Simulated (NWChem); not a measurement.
SiH2O2BrF; SMILES [Si](O)(O)(Br)F

```xyz
7

O      1.5191     1.2483     0.4889
Si     0.0283     0.7861     0.0190
O     -0.2984     1.4644    -1.4353
F     -1.0932     1.2623     1.0753
Br    -0.0482    -1.4055    -0.0060
H      1.8043     2.1245     0.2095
H     -1.1820     1.3640    -1.8019
```
Atoms are numbered in this order, from 1.

Program: NWChem. Structure relaxed at the PBE0/def2-SVP level. Level: PBE0/def2-SVP with SMD (1 M gas to 1 M solution), gas-phase geometry. Reactions with the solvent are ignored.

Problem. What does the run give for solvent n-hexane? Quantities: solvation free energy (kcal/mol); cavity-dispersion-structure term (kcal/mol); dipole in solution (D).

Solution. 
* **solvation free energy (kcal/mol)**: -5.0
* **cavity-dispersion-structure term (kcal/mol)**: -2.5
* **dipole in solution (D)**: 2.45
